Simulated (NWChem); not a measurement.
# Lowest excitation of F4Sn

```
Sn
F 1 1.9284
F 1 1.9284 2 109.47
F 1 1.9284 2 109.47 3 120.00
F 1 1.9284 2 109.47 3 -120.00
```
Charge 0, spin multiplicity 1.

All runs are NWChem calculations. All single points use one geometry, from PBE/def2-SVP with def2 effective core potentials on Sn, a minimum by its harmonic frequencies.

Basis set: def2-SVP.

```tsv
method	lowest vertical singlet excitation energy (eV)	relative cost	difference from EOM-CCSD
TD-PBE	4.94	under 3	-2.69
TDA-LDA (SVWN5)	4.84	1	-2.79
TD-B3LYP	5.77	5	-1.85
EOM-CCSD	7.63	30	0.00
CIS	9.05	under 3	+1.42
```

The values span 4.21 eV, from TDA-LDA (SVWN5) (lowest) to CIS (highest). Relative cost: rough, from shared machines, SCF included, TDA-LDA (SVWN5) = 1.

Effective core potentials replace the inner electrons of Sn; spin-orbit coupling is left out. The correlated methods keep 8 core orbitals frozen. B3LYP has NWChem's definition, with VWN1-RPA local correlation. The structure started from a generated list of species. Coupled-cluster values serve here as a point of comparison, not as the truth.
